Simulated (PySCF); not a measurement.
## From computed data to an observable: oscillator strength and radiative lifetime

Cl4H2Si2, SMILES Cl[SiH2][Si](Cl)(Cl)Cl.

The structure is a stationary point at r2SCAN-D4/def2-SVP. One conformer was computed; it need not be the lowest.

TDDFT-PBE0/def2-SVPD (PySCF) puts the first singlet state with f over 0.02 at 6.07 eV (vertical), with the transition dipole (-0.247, 0.319, 0.000) in atomic units.

Q: Find the oscillator strength, the wavelength and the radiative lifetime that this transition would have in vacuum if emission retraced absorption.

A: 
|μ|² = 0.1628 au, so |μ| = 1.03 D. ΔE = 6.07/27.211 = 0.2231 hartree. f = (2/3) ΔE |μ|² = 0.024 (the program prints 0.024).
λ = 1239.84/6.07 = 204 nm; ν = 48958 cm⁻¹.
Einstein's coefficient A = 0.6670 ν² f s⁻¹ (ν in cm⁻¹) = 3.9e7 s⁻¹, so τ = 1/A = 26 ns. This state is S1. The figure is the radiative limit of this one transition; relaxation, internal conversion, crossing to triplets and a medium change what is measured.
